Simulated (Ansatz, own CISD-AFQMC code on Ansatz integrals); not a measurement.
H5NSi2, SMILES `N[SiH]=[SiH2]` (charge 0, multiplicity 1).

Cartesian coordinates (Å):
SMILES: N[SiH]=[SiH2]
```xyz
8

N      1.5565    -0.4165     0.3018
Si     0.2043     0.2242    -0.4867
Si    -1.8132     0.5874     0.3756
H      2.5071    -0.2101     0.0450
H      1.4860    -1.0252     1.1002
H      0.7664     1.0414    -1.5984
H     -2.0834    -0.6735     1.1457
H     -2.6237     0.4723    -0.8832
```
Charge 0, spin multiplicity 1.

Frozen-core energies in cc-pVDZ from Ansatz (a quantum-chemistry and plane-wave program) at a geometry from PBE0-D3(BJ)/def2-TZVP; the HF reference has <S^2> = 0.00 (restricted, and unstable towards unrestricted orbitals) and the T1 diagnostic is 0.019.

| level | energy (Ha) | difference from CCSDT(Q) (mHa) |
|---|---|---|
| HF | -635.17772 | 432.76 |
| MP2 | -635.54733 | 63.15 |
| CCSD | -635.59368 | 16.80 |
| CCSD(T) | -635.60768 | 2.80 |
| CCSDT | -635.60925 | 1.23 |
| phaseless AFQMC, CISD trial (own CISD-AFQMC code on Ansatz integrals; ±0.39 mHa) | -635.61049 | -0.02 |
| CCSDT(Q) | -635.61048 | 0.00 |
